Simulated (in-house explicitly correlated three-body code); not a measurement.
Computed with an exponentially correlated three-body code. Model: two electrons around a point charge, non-relativistic, variational in 260 exponentially correlated functions (energies converged to about 1e-7 hartree, or 1e-8 relative for large Z).

Command:
```bash
python run_hyl.py task.json out
```
Settings (lengths in bohr, energies in hartree):
```
Z                      8
nuclear_mass           100
interaction_strength   1
functions              260
states_tried           13
```

Time taken, with all properties: 27 s on 1 thread of Intel(R) Xeon(R) Platinum 8375C CPU @ 2.90GHz (Ice Lake), with other jobs on the host.

**Those bound S and P states to n = 4 that converged, binding against the one-electron ion.**

Given: nuclear charge 8; mass of the centre 100 electron masses.

Computed: one-electron threshold -31.6831683 hartree.

```csv
term,energy (hartree),binding (eV)
1 1S,-58.5626733,731.43
2 3S,-38.1624908,176.31
2 3P,-37.9292693,169.97
2 1S,-37.879756,168.62
2 1P,-37.6622678,162.7
3 3S,-34.4934235,76.471
3 3P,-34.4284744,74.704
3 1S,?,?
3 1P,-34.3567878,72.753
4 3S,?,?
4 3P,-33.2198852,41.816
4 1S,-33.2163607,41.72
4 1P,-33.1906562,41.021
```

Question: What belongs in the row 3 1S?

Answer: energy (hartree): -34.4186141; binding (eV): 74.435.

Question: What belongs in the row 4 3S?

Answer: energy (hartree): -33.2466544; binding (eV): 42.545.

**Converged states only, values per electron or pair.**

| term | mean r (bohr) | mean r squared (bohr²) | mean inverse r (1/bohr) | mean r12 (bohr) | mean inverse r12 (1/bohr) | mean cosine | mean p1 dot p2 (bohr⁻²) | delta r1 (bohr⁻³) | delta r12 (bohr⁻³) |
| --- | --- | --- | --- | --- | --- | --- | --- | --- | --- |
| 1 1S | 0.19876 | 0.053012 | 7.6109 | 0.29273 | 4.6498 | -0.012689 | 0.71035 | 145.4 | 15.472 |
| 2 3S | 0.50205 | 0.41049 | 4.8574 | 0.84558 | 1.3932 | -0.0034953 | 0.035376 | 86.967 | - |
| 2 3P | 0.44338 | 0.31627 | 4.8441 | 0.74099 | 1.6473 | -0.070254 | -3.95 | 78.342 | - |
| 2 1S | 0.51851 | 0.44296 | 4.8358 | 0.8697 | 1.6138 | -0.0073306 | -0.040876 | 86.432 | 2.6369 |
| 2 1P | 0.46111 | 0.34587 | 4.8168 | 0.74888 | 1.745 | 0.048461 | 3.4757 | 79.302 | 0.66052 |
| 3 3S | ? | ? | ? | ? | ? | ? | ? | ? | - |
| 3 3P | 0.97936 | 1.8273 | 4.3501 | 1.7851 | 0.74391 | -0.016454 | -0.93719 | 78.919 | - |
| 3 1S | 1.0542 | 2.1159 | 4.3483 | 1.9298 | 0.7362 | -0.0020254 | -0.026387 | 81.237 | 0.7695 |
| 3 1P | ? | ? | ? | ? | ? | ? | ? | ? | ? |
| 4 3S | 1.7746 | 6.3726 | 4.1805 | 3.367 | 0.39542 | -0.00029077 | -0.01216 | 80.03 | - |
| 4 3P | 1.7312 | 6.0995 | 4.1789 | 3.2813 | 0.42211 | -0.0063248 | -0.37191 | 79.023 | - |
| 4 1S | 1.8067 | 6.6195 | 4.1782 | 3.4302 | 0.41905 | -0.00074018 | -0.018117 | 79.991 | 0.32174 |
| 4 1P | 1.7632 | 6.3406 | 4.1761 | 3.3429 | 0.43568 | 0.0050597 | 0.34342 | 79.095 | 0.094743 |

Question: What belongs in the row 3 3S?

Answer: mean r (bohr): 1.0301; mean r squared (bohr²): 2.0107; mean inverse r (1/bohr): 4.354; mean r12 (bohr): 1.8838; mean inverse r12 (1/bohr): 0.67763; mean cosine: -0.00094958; mean p1 dot p2 (bohr⁻²): -0.010175; delta r1 (bohr⁻³): 81.351.

Question: What belongs in the row 3 1P?

Answer: mean r (bohr): 1.0036; mean r squared (bohr²): 1.9281; mean inverse r (1/bohr): 4.3431; mean r12 (bohr): 1.8275; mean inverse r12 (1/bohr): 0.77562; mean cosine: 0.012393; mean p1 dot p2 (bohr⁻²): 0.87284; delta r1 (bohr⁻³): 79.117; delta r12 (bohr⁻³): 0.21764.
